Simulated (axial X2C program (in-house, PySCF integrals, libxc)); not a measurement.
**AsO: nuclear properties from DFT to coupled cluster**

Computed with an in-house all-electron X2C program for linear molecules (integrals from PySCF): two-component X2C with atomic mean-field Coulomb and Gaunt terms, Gaussian nuclei, basis As dyall-acv3z, O dyall-av3z with contracted cores.

R = 1.615 Å (near the PBE0 minimum at charge 0 of the determinant lowest at the starting distance; the state shown can have its own minimum elsewhere); state Ω = 1/2 (⟨Sz⟩ = -0.50, ⟨Lz⟩ = 1.00 at PBE0).

| level | Eeff magnitude (GV/cm) | Ws magnitude As (kHz) | A∥/gI As (MHz) | qzz As (a.u.) | A∥/gI O (MHz) | μ (D) |
| --- | --- | --- | --- | --- | --- | --- |
| PBE0 | 0.01 | 0.059 | 1610 | -2.35 | 324 | -2.68 |
| HF | 0.927 | 0.788 | 914 | -1.60 | 645 | -2.24 |
| B3LYP | 0.0805 | 0.0168 | 1590 | -2.18 | 323 | -2.70 |

Eeff is the effective electric field on the electron electric dipole moment in this Ω state and Ws the scalar–pseudoscalar constant of the nucleus named (defined with the proton number Z and per Ω); A∥ (defined per Ω) follows by multiplying with gI = μI/(I μN); qzz is the electric field gradient, eQq0 = 234.96 MHz × Q/barn × qzz; μ is positive if the O end (last atom) is positive. The operators were transformed with the bare-nucleus X2C matrices; with these basis sets, hyperfine constants and field gradients can be off by tens of per cent, and where levels differ in sign neither size nor sign is settled.

Finite-field MP2, CCSD and CCSD(T), with 21 electrons correlated in 130 natural virtual spinors (MP2 remainder added):

```
  level  Eeff magnitude (GV/cm)  Ws magnitude As (kHz)  A∥/gI As (MHz)  qzz As (a.u.)  A∥/gI O (MHz)  μ (D)
    MP2                   0.576                  0.511            2010          -5.42            150  -5.04
   CCSD                  0.0943                  0.067            1360          -2.62            307  -2.97
CCSD(T)                   0.194                  0.149            1350          -2.52            288  -2.89
```

T1 = 0.064 (Lee–Taylor), a sign of multireference character. One unrestricted determinant, the lowest of a limited PBE0 search, is the reference; the functionals treat spin collinearly. The sign of Eeff is opposite to CCSD(T) at PBE0, HF. Eeff spreads by more than a factor of two over the levels. Correlation of the inner shells is missing, which matters for properties at the nucleus. Number of frozen shells: As 3 s, 2 p; O 1 s.

(1) By how much does correlation change each value, CCSD(T) against HF?

## Answers

(1) A∥/gI As 48 %; qzz As 57 %; A∥/gI O -55 %; μ 29 %.
